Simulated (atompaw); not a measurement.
# Building the PAW (atompaw) potential for Tl (PBE, non-relativistic).

atompaw 4.2.0.5 input, output lines left out:

```
Tl 81
GGA-PBE loggrid 2001 logderivrange -7 5 301
6 6 5 4 0 0
6 1 1
0 0 0
c
c
c
c
c
v
c
c
c
v
v
c
c
v
c
2
2.05 1.55 2.00 1.35
y
0.8
n
n
y
2.45
n
custom rrkj vanderbiltortho sinc
3 0 troulliermartins
2.00
2.05
1.90
2.05
1.35
2.05
```

All-electron outer shells of the reference configuration (PBE, non-relativistic, ld1.x):

```tsv
shell	level (eV)	outermost node (bohr)	outermost maximum (bohr)
4f	-131.20	–	0.35
5s	-103.64	0.51	0.90
5p	-70.62	0.52	0.94
5d	-18.24	0.54	1.11
6s	-7.49	1.16	2.35
6p	-2.58	1.28	3.02
```

**Question.** Estimate the cutoffs (Ry, on a coarse ladder) from which the occupation-weighted sum of valence levels, in a spherical-Bessel basis at the reference potential, stays within 10 and 1 mRy of its value at 400 Ry.

**Answer.** 60 Ry and 110 Ry.

**Question.** What does a ghost test show?

**Answer.** Ghost state, extra bound levels that the all-electron valence spectrum of the same l lacks: s at -175.0 eV. A true bound ghost makes a file unfit for plane-wave use.

**Question.** Is the overlap operator S = 1 + Σ q|β⟩⟨β| positive definite (Bessel basis up to 400 Ry)?

**Answer.** Yes: its lowest eigenvalue is 0.19 (s channel).

**Question.** Which valence shell sets the plane-wave cutoff?

**Answer.** 5d: its level needs 60 Ry to come within 1 mRy, against 25 Ry for 5p.
